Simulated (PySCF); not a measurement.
**[HfOF]+ at several levels of theory**

Computed with PySCF 2.14.0 (density fitting, no spin-orbit coupling) at the geometry relaxed with PBE0:

```xyz
3
[HfOF]+ (singlet)
Hf    0.0144    0.0000   -0.3733
O     1.3555    0.0000    0.6883
F    -1.4721    0.0000    0.7545
```

```csv
level,basis,state,HOMO (eV),gap (eV),charge on Hf1 (e),dipole about the centre of mass (D),largest force component (eV/Å)
PBE0,"Hf def2-SVP with ECP60, O def2-SVP, F def2-SVP",singlet,-15.04,5.50,1.47,6.45,0.03
revPBE,the same,singlet,-13.37,3.11,1.35,5.87,1.26
PBE0,"Hf def2-TZVP with ECP60, O def2-TZVP, F def2-TZVP",singlet,-15.00,5.45,1.72,6.51,0.50
```

Charges are Mulliken's, which hang on the basis. The relaxation used the grid (50, 194), these runs (75, 302) or, all-electron (x2c bases, spin-free X2C Hamiltonian), (99, 590).

Problem. What does CAM-B3LYP with Hf def2-SVP with ECP60, O def2-SVP, F def2-SVP give here?

Solution. state singlet, HOMO (eV) -16.39, gap (eV) 7.63, charge on Hf1 (e) 1.46, dipole about the centre of mass (D) 6.60, largest force component (eV/Å) 0.08. Time: 2.3 s on 2 threads of AMD EPYC 7R43 64-Core Processor (Zen 3), with other jobs on the host, from an already converged density.

In the first row's basis the gap widens with exact exchange: 3.1 eV for revPBE (none); 5.5 eV for PBE0 (a fixed share); 7.6 eV for CAM-B3LYP (rising or full at long range).
